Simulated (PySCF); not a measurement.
## Working out the ionisation energy of Tc

Tc [Kr] 4d5 5s2 (6S) → Tc⁺ [Kr] 4d5 5s1 (7S). Computed with PySCF 2.14 in x2c-TZVPPall with one added diffuse shell each of s, p, d, f type (9s7p7d3f1g, 95 functions), with scalar relativity by spin-free X2C-1e. Frozen: [Ar] 3d10. Energies in hartree (1 hartree = 27.21139 eV):

```tsv
part	Tc (lower)	Tc⁺ (upper)
UHF	-4283.046729	-4282.843096
MP2 opposite-spin	-0.269507	-0.226432
MP2 same-spin	-0.150653	-0.145119
```

Problem. What does Hartree-Fock give?

Solution. (-4282.843096) − (-4283.046729) = 0.203633 hartree = 5.541 eV.

Problem. What do MP2 and SCS-MP2 (6/5 opposite-spin, 1/3 same-spin) give?

Solution. The opposite-spin parts differ by 1.172 eV and the same-spin parts by 0.151 eV. MP2: 5.541 + (1.172) + (0.151) = 6.864 eV. SCS-MP2: 5.541 + 1.2 × (1.172) + (0.151)/3 = 6.998 eV.

Measured between the centres of the two terms (NIST): 7.119 eV, so MP2 (valence and next inner shell) is off by -0.255 eV.

What remains against the reference includes basis incompleteness, the frozen core and correlation beyond second order.
